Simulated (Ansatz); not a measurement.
The cluster Sn₄H₈, relaxed as a singlet with RKS PBE-D4/def2-SVP in Ansatz, starting from the GFN1-xTB geometry. Force threshold 0.02 eV/Å.

In the def2 sets Sn takes a core potential; there is no spin–orbit coupling. The structure comes from a short search, and lower isomers may exist.

Start:

```xyz
12

Sn   -1.381   -1.906    0.773
Sn    0.079   -0.566   -1.735
Sn    1.336    1.392   -0.147
Sn   -0.086    0.286    2.039
H    -2.916   -1.094    1.095
H     2.888    1.103   -0.830
H     1.339    0.043    2.967
H    -0.841   -0.684   -3.187
H    -0.438    1.815    2.757
H    -1.480   -0.873   -0.786
H     0.569   -2.212   -1.753
H     0.931    2.696   -1.192
```

Question: Estimate the energy that the relaxation releases and the steps that it takes.

Answer: 16.7 kcal/mol, in 16 steps; 21 s on 4 threads of Arm Neoverse V2 on a shared host. No frequencies were taken in this run, so the end may be a saddle point.

Question: Does the start keep its bonding?

Answer: By distances, no bond broke or formed. The bond that changes most is Sn1–H10, from 1.87 to 2.01 Å (atoms count from 1).

Question: Predict the relaxed structure.

Answer: 
```csv
atom,x (Å),y (Å),z (Å)
Sn1,-1.970,-1.491,1.116
Sn2,0.005,-0.851,-1.763
Sn3,1.144,1.299,-0.298
Sn4,0.071,0.337,2.144
H5,-2.501,-0.072,0.133
H6,2.840,1.307,-0.691
H7,1.453,-0.273,3.017
H8,-1.333,-0.680,-2.850
H9,-0.440,1.741,3.041
H10,-0.736,-1.910,-0.415
H11,1.004,-2.124,-2.404
H12,0.462,2.719,-1.030
```
Bond lengths (bridged metal pairs left out): 3 × Sn–Sn 2.84 to 2.93 Å; 9 × H–Sn 1.73 to 2.01 Å.
